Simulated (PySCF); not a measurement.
1,5-cyclooctadiene (C8H12), SMILES C1CCC=CCCC=1. The structure is a stationary point at PBE0-D3(BJ)/def2-SVP. The values are those of a single conformer.

Computed equilibrium geometry at PBE0-D3(BJ)/def2-SVP (PySCF confirms it by a frequency run) as Cartesian coordinates in Å, and its point group (one conformer of several):
point group C2h.
```xyz
20

C     -1.7298    -0.1173    -0.6690
C     -1.7298    -0.1173     0.6690
C     -0.6504     0.4213     1.5663
C      0.6504    -0.4213     1.5663
C      1.7298     0.1173     0.6690
C      1.7298     0.1173    -0.6690
C      0.6504    -0.4213    -1.5663
C     -0.6504     0.4213    -1.5663
H     -2.5884    -0.5804    -1.1688
H     -2.5884    -0.5804     1.1688
H     -0.3988     1.4579     1.2813
H     -1.0438     0.4737     2.5925
H      1.0438    -0.4737     2.5925
H      0.3988    -1.4579     1.2813
H      2.5884     0.5804     1.1688
H      2.5884     0.5804    -1.1688
H      0.3988    -1.4579    -1.2813
H      1.0438    -0.4737    -2.5925
H     -0.3988     1.4579    -1.2813
H     -1.0438     0.4737    -2.5925
```
